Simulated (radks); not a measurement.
Values are calculated unless marked as measured or tabulated.
Task: These are the eigenvalues of the occupied orbitals of an atom or ion with whole-number occupations (eV). Code: a radial shooting solver on a logarithmic mesh with Libxc functionals. Model: scalar-relativistic Kohn-Sham, PBE, spin-polarised, spherical densities, point nucleus.

orbital  eigenvalue
1s up     -38384.86
1s down   -38379.77
2s up     -8076.412
2s down   -8072.429
2p up     -7524.669
2p down   -7519.122
3s up     -3201.395
3s down   -3182.342
3p up     -3029.870

Which element is it, and in what charge state? The configuration may be excited. Open shells, if any, are filled with parallel spins first.

Result: Z = 55, caesium, charge +41: Cs41+ in [Ne] 3s2 3p2. The list shows which subshells hold electrons but not how many an open one holds; the 1s level, -1410.6 hartree, gives Z - s = 53.1 by -(Z - s)^2/2, which with screening and relativity narrows Z to a few neighbours, and the depths of the outer levels then fix element, charge and occupations together.
